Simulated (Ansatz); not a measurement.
Job for Ansatz (a first-principles code): R-RI-MP2/def2-QZVPP on CH4OTe (SMILES CO[TeH]), a point of a torsion scan. Elements past Kr take the def2 small-core potentials; no spin–orbit coupling. Files ending in .json are basis or fitting sets from the Basis Set Exchange. The run froze 11 orbitals, filled d shells among them.

Ansatz 0.2 input:
```yaml
crystal:
  periodic: [false, false, false]
  atoms:
    - {symbol: C, position_ang: [-0.76316448, -0.28229179, -0.02516637]}
    - {symbol: O, position_ang: [-1.35216433, 0.97981123, 0.14808670]}
    - {symbol: Te, position_ang: [-1.54525582, 2.24778381, -1.38226014]}
    - {symbol: H, position_ang: [0.27772058, -0.26605248, 0.30992251]}
    - {symbol: H, position_ang: [-0.80579766, -0.64382487, -1.05263902]}
    - {symbol: H, position_ang: [-1.31862600, -0.97799489, 0.60850001]}
    - {symbol: H, position_ang: [-2.96115846, 1.57141562, -1.89465827]}
basis:
  gaussian:
    orbitals: def2-QZVPP.json
    fitting: {mean_field: def2-universal-JKFIT, correlation: def2-QZVPP-RIFIT.json}
magnetization: {spin_polarized: false}
correlation: {method: mp2, electrons: outside_noble_gas}
scf: {lower_state_search: off}
```

The head of its log:

```
WARN ansatz: RAYON_NUM_THREADS=2 ignored (pool sized by the plan → 2); use --threads N
Functional definition: HF
these checks for a lower state are left out or cut short: stability, starts, cluster_reference, orbital_swaps, neighbouring_geometries, increment
integrals: 0.38 GiB planned
442 factors; integrals over basis functions are off by at most 2.7e0 eV
mean field: 0.65 GiB planned
mean field evaluation 1: about -10394.4595 eV, gradient 3.2e1 eV
mean field evaluation 2: about -10395.8820 eV, gradient 2.3e1 eV
mean field evaluation 4: about -10396.8643 eV, gradient 1.2e0 eV
mean field -10396.86879091 eV, -382.0778808151 hartree, gradient 1.3e-6 eV, S^2 0.000000; 0 other end points of the search recorded, 0 dependent functions left out
11 core orbitals not correlated
782 factors; their error is unknown
reference -10396.86879091 eV, -382.0778808151 hartree; 10, 10 occupied and 295, 295 virtual orbitals, 782 factors
```

Task: Give the final energy of this run.

Result: -382.6788 hartree.
